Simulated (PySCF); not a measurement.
Match the calculated data to a structure.

All candidates are C4H7NSi.

- Dipole: 1.89 D [PBE0/def2-SVPD]
- 13C NMR: chemical shifts (computed TMS as zero) by class: 163.4 (1 C), 128.5 (1 C), 127.4 (1 C), 9.8 (1 C) ppm [GIAO PBE0/pcSseg-1]
- UV, first state: lowest singlet excitation: 3.39 eV (366 nm, f = 0.000) [TDDFT PBE0/def2-SVPD]
- Rotational structure: rotational constants A, B, C: 13.775, 1.160, 1.092 GHz [GFN2-xTB]
- NMR, other nuclei: isotropic shieldings of nuclei other than C and H, by class: -142 (1 N), 408 (1 Si) ppm [GIAO PBE0/pcSseg-1]
- Triplet: lowest triplet excitation (Tamm–Dancoff): 2.83 eV [TDA PBE0/def2-SVPD]
- 1H NMR: chemical shifts (computed TMS as zero) by class: 9.51 (1 H), 7.56 (1 H), 5.16 (3 H), 1.30 (2 H) ppm [GIAO PBE0/pcSseg-1]
- UV, strongest line: among the 8 lowest singlet transitions: S2 at 4.86 eV (255 nm, f = 0.428) [TDDFT PBE0/def2-SVPD]

The electronic properties come from PySCF, for the isolated species, density fitting. Levels stand in brackets. Isolated species at its GFN2-xTB geometry (one conformer only). Each NMR value is the plain mean over a class of atoms that symmetry, rotation or inversion makes alike.

Question: Which candidate is it?
A. `N#CC[SiH]1CC1`
B. `C#C/C=N/C[SiH3]`
C. `C/N=C/C#C[SiH3]`
D. `[SiH3]/N=C/C1=CC1`
E. `C[Si@@H]1C[C@H]1C#N`

Answer: D. It is `[SiH3]/N=C/C1=CC1`. Numbering: `[SiH3:1]/[N:2]=[CH:3]/[C:4]1=[CH:5][CH2:6]1`. Its formula, C4H7NSi, gives 3 degrees of unsaturation: 1 ring and 2 π bonds in the structure found. 4 carbons fall into 4 classes; from least to most shielded: C=N carbon [C3] (163.4 ppm), alkene CH carbon [C5] (128.5 ppm), fully substituted alkene carbon [C4] (127.4 ppm), allylic carbon [C6] (9.8 ppm). Hydrogen classes from least to most shielded: 1 H on a C=N carbon, C3 (9.51 ppm), 1 H on an alkene CH carbon, C5 (7.56 ppm), 3 H on an SiH3 silicon, Si1 (5.16 ppm), 2 H on an allylic carbon, C6 (1.30 ppm). The other shieldings belong to: -142 ppm, C=N nitrogen [N2]; 408 ppm, SiH3 silicon [Si1]. S1 is mainly HOMO→LUMO (weight 0.98); the largest Löwdin shares of the orbital it empties are 0.57 on the C=N nitrogen, 0.14 on the C=N carbon, 0.10 on the SiH3 silicon and 0.06 on the hydrogen on a C=N carbon, of the orbital it fills 0.24 on the C=N nitrogen, 0.24 on the alkene CH carbon, 0.21 on the C=N carbon and 0.14 on the fully substituted alkene carbon. By its constants the optimised geometry is an asymmetric top.

The others, at the same levels:
- `C[Si@@H]1C[C@H]1C#N` fails: its computed 13C shifts are 127.1 (1 C), 5.4 (1 C), -6.4 (1 C), -6.9 (1 C) ppm, 1H shifts are 3.51 (1 H), 1.10 (1 H), 0.98 (1 H), 0.93 (1 H), 0.33 (3 H) ppm and lowest singlet excitation is 6.24 eV (199 nm, f = 0.103) (against 3.39 eV).
- `N#CC[SiH]1CC1` fails: it has 3 carbon classes against 4; its computed 13C shifts are 121.7 (1 C), -2.7 (2 C), -3.2 (1 C) ppm, 1H shifts are 3.45 (1 H), 1.56 (2 H), 0.66 (2 H), 0.64 (2 H) ppm and lowest singlet excitation is 6.41 eV (193 nm, f = 0.009) (against 3.39 eV).
- `C#C/C=N/C[SiH3]` fails: its computed 13C shifts are 144.0 (1 C), 87.6 (1 C), 86.4 (1 C), 52.0 (1 C) ppm, 1H shifts are 7.63 (1 H), 3.93 (2 H), 3.89 (3 H), 2.63 (1 H) ppm and lowest singlet excitation is 4.43 eV (280 nm, f = 0.004) (against 3.39 eV).
- `C/N=C/C#C[SiH3]` fails: its computed 13C shifts are 147.2 (1 C), 113.6 (1 C), 93.8 (1 C), 52.7 (1 C) ppm, 1H shifts are 7.69 (1 H), 4.33 (3 H), 3.86 (3 H) ppm and lowest singlet excitation is 4.27 eV (290 nm, f = 0.001) (against 3.39 eV).

Each candidate is one conformer, not necessarily the lowest. The conformers computed, where there is a choice (atom-mapped SMILES and torsion angles):
- `[SiH3:1]/[N:2]=[CH:3]/[C:4]1=[CH:5][CH2:6]1`: N2–C3–C4–C5 -176°
- `[N:1]#[C:2][CH2:3][SiH:4]1[CH2:5][CH2:6]1`: C2–C3–Si4–C5 -168°
- `[CH:1]#[C:2]/[CH:3]=[N:4]/[CH2:5][SiH3:6]`: C3–N4–C5–Si6 106°
